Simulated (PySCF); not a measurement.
Si(CCH)(OH)3 (C₂H₄O₃Si), SMILES C#C[Si](O)(O)O. Atoms are numbered in the order given.

```xyz
10

C      0.0000     0.0000     2.7138
C      0.0000     0.0000     1.4844
Si     0.0000     0.0000    -0.3573
O      1.2497    -0.9335    -0.9273
O      0.1836     1.5491    -0.9273
O     -1.4333    -0.6155    -0.9273
H      0.0000     0.0000     3.7964
H      1.2769    -1.8403    -0.5761
H      0.9553     2.0260    -0.5761
H     -2.2322    -0.1857    -0.5761
```

Geometry optimised at PBE-D3(BJ)/def2-SVP. This is a generated structure with no PubChem entry under its InChIKey; it may be hypothetical. One conformer was computed; it need not be the lowest.

These are PBE-D3(BJ)/def2-SVP in PySCF values and carry that method's errors.

Frequencies are harmonic and unscaled.

Modes within 1.5 cm⁻¹ of each other (mostly degenerate sets) share a row, with their intensities summed.

**Question.** Estimate the vibrational spectrum. (Estimate from the structure and the level; the computed values follow.)

**Answer.** 
```
mode   ν (cm⁻¹)  IR (km/mol)  Raman (Å⁴/amu)  depolarisation  moving atoms (share of kinetic energy)
-----  --------  -----------  --------------  --------------  --------------------------------------
1–2          75         65.9            10.8            0.75                  H 68 %, O 19 %, C 11 %
3–4         156         53.9             8.5            0.75                  H 34 %, C 32 %, O 29 %
5           262        147.9             0.1            0.21                                  H 88 %
6–7         300          1.9             1.8            0.75                   O 68 %, H 19 %, C 9 %
8           340         93.6             3.9            0.48         O 55 %, C 23 %, H 12 %, Si 10 %
9–10        381        117.6             5.7            0.75         C 53 %, O 24 %, Si 12 %, H 10 %
11          595         43.3             2.9            0.01                 C 43 %, O 27 %, Si 26 %
12–13       697         56.6             2.8            0.75                          H 76 %, C 24 %
14–15       787        402.2             3.6            0.75                          H 69 %, O 29 %
16          799          1.7             6.1            0.06                          H 65 %, O 29 %
17          818        335.4            10.2            0.08                 O 43 %, Si 27 %, H 27 %
18–19       961        286.5             9.6            0.75                 Si 47 %, O 38 %, H 15 %
20         2083         28.3           149.2            0.24                           C 90 %, H 9 %
21         3388         46.5            43.7            0.27                          H 86 %, C 14 %
22–24      3771        230.2           281.5            0.75                                  H 94 %
```
